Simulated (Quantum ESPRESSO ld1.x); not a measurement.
Results of a calculation; reference values are marked as such.
Radial electron density D(r) = 4 pi r^2 rho(r) of an atom or ion with 29 electrons. Code: ld1.x of Quantum ESPRESSO 7.5. Model: Dirac Kohn-Sham, revPBE, spin-unpolarised, spherical densities, point nucleus.

r (bohr)  D(r) (e/bohr)
0.001917         0.8855
0.002536          1.473
0.003355          2.422
0.00444           3.919
0.005827          6.132
0.00771           9.459
0.0102            14.07
0.01339           19.78
0.01772           26.42
0.02344           32.57
0.03102           36.33
0.04071           36.18
0.05387           32.60
0.07128           29.40
0.09431           31.44
0.1238            38.19
0.1638            41.95
0.2167            35.01
0.2867            23.17
0.3764            19.50
0.498             23.62
0.6589            23.45
0.8649            15.97
1.144             7.660
1.514             2.998
2.003             1.190
2.63             0.5834
3.479            0.3020
4.603            0.1186
6.091           0.02727
7.995          0.003025
10.58         0.0001060

What is the nuclear charge?

Answer. Z = 30. The innermost maximum, from 1s, lies near gamma/Z bohr with gamma = sqrt(1 - (Z/c)^2) = 0.976, here 0.0325 bohr (found: 0.0353), and its height grows with Z. The density is that of the zinc ion Zn+ in [Ar] 3d10 4p1; the configuration itself is not fixed sharply by these data, and Z only to about a unit. D(r) has 3 maxima, at r = 0.0353, 0.160, 0.571 bohr, and minima at 0.0754, 0.359 bohr, inside which lie 2.11, 10.90 electrons.
